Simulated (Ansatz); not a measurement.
Geometry optimisation, UKS BLYP-D4/cc-pVDZ (Ansatz 0.2.0).

The input (input.yaml):

```yaml
crystal:
  periodic: [false, false, false]
  atoms:
    - { symbol: Al, position_ang: [-0.78466, -0.551355, 0.383643] }
    - { symbol: F, position_ang: [-0.961253, 1.082568, -0.210316] }
    - { symbol: Cl, position_ang: [-1.126234, -2.152584, -0.951279] }
    - { symbol: Cl, position_ang: [-0.394316, -0.822321, 2.442354] }
    - { symbol: H, position_ang: [1.071041, 1.569883, -0.82003] }
    - { symbol: Cl, position_ang: [2.195522, 0.873709, -0.844472] }
magnetization:
  spin_polarized: true
basis:
  gaussian: { orbitals: cc-pVDZ }
hamiltonian:
  xc: blyp
  dispersion: d4
relax:
  f_tol: 0.03
  max_steps: 50
```

Command:

```bash
$ ansatz run input.yaml --threads 2 --pin off --max-ram 3072MiB --backend cpu --events-out ev --progress --plain --runs-dir out
```

Where does it end, and by what steps?

The run converged. After 11 steps the energy has fallen by 0.192 eV; Cl6 moved furthest, 0.63 Å. Joined: Al1–Cl6 (3.52 → 2.63 Å).

```json
{"step": "0", "energy less start (eV)": "0.0000", "largest force component (eV/Å)": "0.976", "accepted": "yes"}
{"step": "1", "energy less start (eV)": "-0.0642", "largest force component (eV/Å)": "0.546", "accepted": "yes"}
{"step": "2", "energy less start (eV)": "-0.1257", "largest force component (eV/Å)": "0.416", "accepted": "yes"}
{"step": "3", "energy less start (eV)": "-0.1714", "largest force component (eV/Å)": "0.360", "accepted": "yes"}
{"step": "4", "energy less start (eV)": "-0.1838", "largest force component (eV/Å)": "0.387", "accepted": "yes"}
{"step": "5", "energy less start (eV)": "-0.1887", "largest force component (eV/Å)": "0.067", "accepted": "yes"}
{"step": "6", "energy less start (eV)": "-0.1895", "largest force component (eV/Å)": "0.049", "accepted": "yes"}
{"step": "7", "energy less start (eV)": "-0.1907", "largest force component (eV/Å)": "0.038", "accepted": "yes"}
{"step": "8", "energy less start (eV)": "-0.1914", "largest force component (eV/Å)": "0.052", "accepted": "yes"}
{"step": "9", "energy less start (eV)": "-0.1905", "largest force component (eV/Å)": "0.129", "accepted": "no"}
{"step": "10", "energy less start (eV)": "-0.1911", "largest force component (eV/Å)": "0.063", "accepted": "no"}
{"step": "11", "energy less start (eV)": "-0.1916", "largest force component (eV/Å)": "0.009", "accepted": "yes"}
```

```xyz
6
Properties=species:S:1:pos:R:3
Al -0.544 -0.395 0.273
F -1.058 1.166 -0.222
Cl -0.948 -2.029 -1.029
Cl -0.209 -0.716 2.348
H 0.975 1.499 -0.794
Cl 1.784 0.475 -0.576
```

Time of the run: 24 s on 2 threads of Intel(R) Xeon(R) 6975P-C (Granite Rapids) (shared host), peak memory 0.2 GiB.
